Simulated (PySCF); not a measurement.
All values below come from B3LYP-D3(BJ)/def2-TZVP // PBE0-D3(BJ)/def2-SVP in PySCF 2.14.0. All species are isolated molecules in the gas phase. One relaxed conformer stands for a flexible species; it need not be the lowest. B3LYP has the VWN-RPA correlation part, as in Gaussian. Excitations are Tamm–Dancoff values on a coarser integration grid. The basis has no diffuse functions, so Rydberg states are missing or too high.

Reference species (SMILES): `s1c(cc2sc(cc21)OC)[SiH3]` (C–O–C–S torsion 0°) (neutral, multiplicity 1).

```
Property                                       Result
-------------------------------------------  --------
HOMO                                         -5.63 eV
brightest of the four lowest singlets (TDA)   4.53 eV
```

Changed species: `COc1c([SiH3])sc2ccsc21` (C–O–C–C torsion 177°).

### Question
What does the change do to the HOMO and brightest of the four lowest singlets (TDA)?

### Answer
the HOMO falls by 0.08 eV, to -5.71 eV; the brightest of the four lowest singlets (TDA) falls by 0.22 eV, to 4.31 eV.
